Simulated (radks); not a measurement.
Spherical quantum dot in the effective-mass picture: electrons in a hard-walled sphere of radius 2.58, with a point charge +2 (a donor) at the centre, all in effective atomic units (hartree* = m*/eps^2 hartree, bohr* = eps/m* bohr), one dielectric constant everywhere. Method: non-relativistic Kohn-Sham, r2SCAN, spin-polarised, spherical densities, generalised Kohn-Sham scheme; computed with a radial shooting solver with Libxc functionals. Levels are named by radial order and angular momentum (1s, 1p, 1d, 2s, ...), and open shells are averaged over m.

N = 24, configuration 1s2 1p6 1d10 2s2 1f(up 4, down 0). This is the lowest configuration that the search found. Occupied and some empty levels:

level    occupation  eigenvalue (hartree*)  <r> (bohr*)
1s up             1                 11.579        1.479
1s down           1                 11.632        1.442
1p up             3                 12.161        1.737
1p down           3                 12.247        1.726
1d up             5                 12.927        1.819
1d down           5                 13.029        1.814
2s up             1                 13.115        1.024
2s down           1                 13.155        1.054
1f up             4                 13.939        1.878
1f down           0                 14.054        1.876
1g up             0                 15.182        1.926
1g down           0                 15.308        1.925
2p up             0                 15.430        1.295
2p down           0                 15.466        1.299
2d up             0                 17.226        1.454
2d down           0                 17.281        1.454

Energy (hartree*): total 162.546, kinetic 61.012, external -33.980, Hartree 151.34, exchange-correlation -15.824.

Electron density:

r (bohr*)  n(r) (e/bohr*^3)
0.135                 3.170
0.328                 1.505
0.521                0.7444
0.714                0.4078
0.906                0.2895
1.10                 0.3000
1.29                 0.3883
1.49                 0.5060
1.68                 0.5927
1.87                 0.5835
2.06                 0.4421
2.26                 0.2170
2.45                0.03791
